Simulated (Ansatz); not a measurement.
MnBr₂, relaxed as a quartet with UKS r2SCAN-D4/def2-TZVP in Ansatz, starting from the r2SCAN-D4/def2-TZVP geometry of the neutral doublet. Force threshold 0.02 eV/Å.

The charge 0 quartet is spin-contaminated (final ⟨S²⟩ up to 4.70, 3.75 for a pure state). At r2SCAN-D4/def2-TZVP a sextet of charge 0 lies 1.93 eV below the quartet, each at its own geometry. The structure comes from a short search, and lower isomers may exist.

Start:

Cartesian coordinates in Å:
```
Mn 0.002 0.000 0.001
Br 0.431 1.814 -1.329
Br -0.434 -1.814 1.328
```

| step | energy (eV) | largest force component (eV/Å) | SCF passes |
| --- | --- | --- | --- |
| 1 | -171414.0722 | 0.051 | 124 |
| 2 | -171414.0725 | 0.004 | 37 |

Force components are those of the run's own axes.

End:

```xyz
3

Mn    0.0017    0.0002    0.0008
Br    0.4325    1.8175   -1.3313
Br   -0.4342   -1.8177    1.3305
```

By distances, no bond broke or formed. The bond that changes most is Mn1–Br3, from 2.29 to 2.29 Å (atoms count from 1).

No frequencies were taken in this run, so the end may be a saddle point.

It took 26 s on 4 threads of Arm Neoverse V2 on a shared host.
